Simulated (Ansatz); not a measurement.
A CCSD(T) single point on `B[SiH](F)CC=N`.

```yaml
crystal:
  periodic: [false, false, false]
  atoms:
    - {symbol: B, position_ang: [0.237108, -2.666654, -0.172220]}
    - {symbol: Si, position_ang: [0.090871, -0.844849, 0.651333]}
    - {symbol: F, position_ang: [1.303305, -0.527056, 1.663891]}
    - {symbol: C, position_ang: [0.100268, 0.498571, -0.672077]}
    - {symbol: C, position_ang: [-0.036720, 1.857642, -0.083102]}
    - {symbol: N, position_ang: [-1.137161, 2.480942, -0.108115]}
    - {symbol: H, position_ang: [-0.598035, -3.014069, -0.956127]}
    - {symbol: H, position_ang: [1.116393, -3.436169, 0.076504]}
    - {symbol: H, position_ang: [-1.165537, -0.743185, 1.444300]}
    - {symbol: H, position_ang: [1.036056, 0.414583, -1.234638]}
    - {symbol: H, position_ang: [-0.739547, 0.303124, -1.345493]}
    - {symbol: H, position_ang: [0.868106, 2.260632, 0.390456]}
    - {symbol: H, position_ang: [-1.054803, 3.381688, 0.360389]}
basis:
  gaussian: {orbitals: def2-TZVPP}
correlation: {method: ccsd_t}
```

```sh
$ ansatz run in.yaml --threads 4 --pin off --events-out ev --progress --plain --max-ram 10444MiB
```

The program prints (abridged):

```
Functional definition: HF
1752 factors; integrals over basis functions are off by at most 9.6e-4 eV
mean field evaluation 1: about -14891.8964 eV, gradient 4.4e1 eV
mean field evaluation 2: about -14892.1765 eV, gradient 4.4e1 eV
mean field evaluation 4: about -14896.9126 eV, gradient 4.7e0 eV
mean field evaluation 8: about -14897.0162 eV, gradient 4.3e-1 eV
mean field evaluation 16: about -14897.0178 eV, gradient 1.3e-6 eV
mean field -14897.01781234 eV, -547.4553070420 hartree, gradient 1.3e-6 eV, S^2 0.000000; 0 other end points of the search recorded, 0 dependent functions left out
10 core orbitals not correlated: weight in the atoms' cores, before any rotation towards them, 1.000 or more for the frozen orbitals, at most 0.000 for the correlated occupied ones
reference -14897.01781234 eV, -547.4553070420 hartree; 17, 17 occupied and 268, 268 virtual orbitals, 1752 factors
second order -27.10509002 eV of doubles, -0.00000000 eV of singles
cycle   1  -27.64533922 eV  change   -5.4e-1 eV  update   1.1e-1
cycle   2  -28.33757600 eV  change   -6.9e-1 eV  update   3.5e-2
cycle   3  -28.49655713 eV  change   -1.6e-1 eV  update   1.8e-2
cycle   4  -28.48224226 eV  change    1.4e-2 eV  update   4.6e-3
cycle   5  -28.48149987 eV  change    7.4e-4 eV  update   2.1e-3
cycle   6  -28.48247576 eV  change   -9.8e-4 eV  update   7.5e-4
cycle   7  -28.48224985 eV  change    2.3e-4 eV  update   3.9e-4
cycle   8  -28.48207322 eV  change    1.8e-4 eV  update   1.5e-4
cycle   9  -28.48210940 eV  change   -3.6e-5 eV  update   7.5e-5
cycle  10  -28.48215061 eV  change   -4.1e-5 eV  update   3.0e-5
perturbative correction -1.09597793 eV, -0.0402764460 hartree
Total energy: -14926.59594088 eV, -548.5422832171 hartree
```

Run time 13 min (4 threads of an Arm Neoverse V2 on a shared host); peak host memory 3.9 GiB.

Correlation energy per correlated electron: -0.870 eV. T1 diagnostic: 0.0123.
